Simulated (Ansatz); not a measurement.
Molecule: HI, charge 1, multiplicity 2. 
Geometry from a B3LYP-D3(BJ)/def2-TZVP (Ansatz, an electronic-structure program) optimisation:
```
I
H 1 1.6383
```
Charge +1, spin multiplicity 2.

Basis-set convergence of Hartree-Fock and CCSD(T) correlation energies (hartree) with Ansatz. Correlated levels leave the core frozen unless marked. UHF or UKS for open shells. Spin-orbit coupling is left out. Frozen are the shells of the preceding noble gas and the d and f shells that filled before the atom's block. In def2 rows, elements after Kr have scalar-relativistic effective core potentials.

```
basis        functions       E(HF)  E(corr, CCSD(T))
-----------  ---------  ----------  ----------------
def2-SVPD           43  -296.87722          -0.10907
def2-TZVPPD         76  -296.88951          -0.14556
def2-QZVPPD        124  -296.89111          -0.15990
```

Extrapolating the two largest sets (X = 3 and 4) as X^-3: E(corr) = (64·(-0.15990) - 27·(-0.14556))/37 = -0.1704 Eh, an estimate of the basis-set limit. The largest set recovers 93.9 % of it, the smallest 64.0 %.
